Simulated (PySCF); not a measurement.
CF2, SMILES F[C]F (connectivity only; charge and spin as stated), neutral, multiplicity 1.

Geometry: B3LYP-D3(BJ)/def2-TZVP. The isomer is the one that the SMILES or the coordinates give; other isomers of the formula were not compared.

These are PBE/def2-TZVPD (PySCF) values and carry that method's errors.

Symmetry labels are those of the subgroup C2v that the program uses (full group C2v).

**Question.** List the valence orbital energies around the gap with their symmetry. (An estimate is asked for; the answer gives what the named calculation found.)

**Answer.** 
```csv
orbital,symmetry,energy (eV)
HOMO−7,B2,-31.84
HOMO−6,A1,-17.67
HOMO−5,B2,-15.06
HOMO−4,B1,-13.81
HOMO−3,A1,-13.38
HOMO−2,A2,-11.79
HOMO−1,B2,-10.89
HOMO,A1,-7.26
LUMO,B1,-3.65
LUMO+1,A1,0.23
LUMO+2,B2,0.97
LUMO+3,A1,1.55
```
